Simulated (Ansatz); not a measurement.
C2H7NSi2, SMILES N[Si@@H]1C=C[SiH2]1.

The structure is a stationary point at PBE0-D3(BJ)/def2-SVP. The structure was generated by enumeration; whether it is a known compound was not checked. Other conformers were not sampled.

Two levels are set side by side: PBE/def2-SVPD (Ansatz, an electronic-structure program) and PBE0/def2-SVPD (Ansatz). Energy differences of separate SCF runs at the same geometry; the states with an electron removed or added have multiplicity 2 and 2. Differences are taken from unrounded values.

```
quantity                           PBE0
---------------------------------  ----
vertical ionisation energy (eV)    8.81
vertical singlet–triplet gap (eV)  4.10
```

What does PBE give, and how far is it from PBE0? (Estimate from the structure and the level; the computed values follow.)


```json
[
 {"quantity": "vertical ionisation energy (eV)", "PBE": "8.53", "PBE minus PBE0": "-0.28"},
 {"quantity": "vertical singlet–triplet gap (eV)", "PBE": "4.13", "PBE minus PBE0": "0.03"}
]
```
